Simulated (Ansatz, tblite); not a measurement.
Spin states of Pb₃⁻, each relaxed with PBE0-D4/def2-SVPD in Ansatz. Electronic energies in the gas phase.

In the def2 sets Pb takes a core potential; there is no spin–orbit coupling. The xTB rows come from tblite. Correlated methods freeze 12 core orbitals; core or outer-core shells of Pb are correlated, in sets that lack core-valence functions. HOMO above LUMO, or a gap near zero within one spin, warns that the state may not be the lowest or that an electron is smeared out. The structure comes from a short search, and lower isomers may exist.

Doublet geometry (C2v within 0.1 Å):

```xyz
3

Pb   -1.6119    0.6760   -0.2208
Pb    0.6026   -0.9492   -1.1958
Pb    1.0092    0.2732    1.4167
```

Quartet geometry (C2v within 0.1 Å):

```tsv
atom	x (Å)	y (Å)	z (Å)
Pb1	1.4998	0.9842	0.3717
Pb2	-1.4474	0.8203	-0.0610
Pb3	-0.0524	-1.8045	-0.3107
```

⟨S²⟩: doublet 0.77 at PBE0-D4/def2-TZVPD (pure 0.75), quartet 3.92 at PBE0-D4/def2-TZVPD (pure 3.75).

Run but left out: HF/def2-SVPD, HF/def2-TZVPD, MP2/def2-SVPD, MP2/def2-TZVPD (doublet: ⟨S²⟩ 1.25, where a pure state has 0.75); ωB97M-V/def2-TZVPD, B2PLYP/def2-TZVPD, CCSD/def2-SVPD, CCSD(T)/def2-SVPD (quartet: ⟨S²⟩ 4.06 to 4.48, where a pure state has 3.75).

Only these spin states were relaxed.

Task: Estimate which spin state lies lowest at each of these levels, and by how much: GFN2-xTB; LDA (SPW92)/def2-TZVPD; PBE-D4/def2-TZVPD; r2SCAN-D4/def2-TZVPD; PBE0-D4/def2-TZVPD; BHLYP-D4/def2-TZVPD; CAM-B3LYP-D4/def2-TZVPD; RPA@PBE/def2-TZVPD.

Result: 
```
                  level  quartet − doublet (kcal/mol)  lowest of these                                                                                        remarks
               GFN2-xTB                          40.3          doublet                                                                                              –
 LDA (SPW92)/def2-TZVPD                          27.4          doublet                             HOMO above zero (quartet), gap within one spin near zero (quartet)
      PBE-D4/def2-TZVPD                          22.6          doublet                                           HOMO above zero (doublet), HOMO above zero (quartet)
   r2SCAN-D4/def2-TZVPD                          18.9          doublet  HOMO above zero (doublet), HOMO above zero (quartet), spin-contaminated (⟨S²⟩ 3.97) (quartet)
     PBE0-D4/def2-TZVPD                          21.0          doublet                             HOMO above zero (quartet), spin-contaminated (⟨S²⟩ 3.92) (quartet)
    BHLYP-D4/def2-TZVPD                          20.3          doublet                                                        spin-contaminated (⟨S²⟩ 4.00) (quartet)
CAM-B3LYP-D4/def2-TZVPD                          20.8          doublet                                                        spin-contaminated (⟨S²⟩ 4.00) (quartet)
     RPA@PBE/def2-TZVPD                          22.0          doublet                                                                                              –
```

Change of the quartet − doublet gap on mixing in exact exchange, in kcal/mol: PBE to PBE0 (25 % exact exchange) -1.6. The xTB methods have no term that favours high spin, so they put low spin too low.
